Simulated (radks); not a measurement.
Values are calculated unless marked as measured or tabulated.
Question: Fe19+, configuration [He] 2s2 2p2 4p1 (not the ground configuration). Code: a radial shooting solver on a logarithmic mesh with Libxc functionals. Model: scalar-relativistic Kohn-Sham, PBE, spin-polarised, spherical densities, finite nucleus; open shells are filled with parallel spins first; Fermi nuclear charge, rms radius 3.7377 fm. Some entries of the table are withheld. Estimate them.

| orbital | occ. | eigenvalue (Ry) | r(max) (bohr) |
|---|---|---|---|
| 1s up | 1 | -592.9823 | 0.03823 |
| 1s down | 1 | -592.1063 | 0.03820 |
| 2s up | 1 | -124.1830 | 0.2125 |
| 2s down | 1 | -122.5975 | 0.2132 |
| 2p up | 2 | (1) | 0.1687 |
| 2p down | 0 | (2) | 0.1696 |
| 4p up | 1 | -26.20226 | 1.094 |

Answer: 
(1) 2p up eigenvalue (Ry): -117.9656
(2) 2p down eigenvalue (Ry): -116.0859
